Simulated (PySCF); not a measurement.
In (indium, neutral) across methods

[Kr] 4d10 5s2 5p1, 2P determinant. Computed with PySCF 2.14 in aug-cc-pVTZ-PP with ECP28MDF (6s5p4d2f, 55 functions), with a scalar-relativistic core potential.

```
 method  E (hartree)  mean ε 5s α (eV)  mean ε 5s β (eV)  mean ε 5p α (eV)  Σ⟨r²⟩ (bohr²)   ⟨S²⟩
   PBE0    -190.1139            -9.398            -8.681            -3.585          56.04  0.753
    PBE    -190.1170            -8.429            -7.939            -2.815          56.40  0.752
r2SCANh    -190.1686            -9.045            -8.397            -3.325          55.57  0.756
    UHF   -189.21036           -11.551           -10.044            -5.475          57.26  0.763
 r2SCAN    -190.1818            -8.668            -8.094            -3.042          55.58  0.755
    LDA    -189.7958            -8.716            -8.283            -2.847          55.98  0.751
 revPBE    -190.1703            -8.346            -7.830            -2.800          56.49  0.752
  B3LYP    -190.1865            -9.260            -8.714            -3.365          56.26  0.752
    M06    -190.1781            -9.371            -9.203            -3.235          56.39  0.751
```

Energies and moments cover only the electrons outside the core potential.
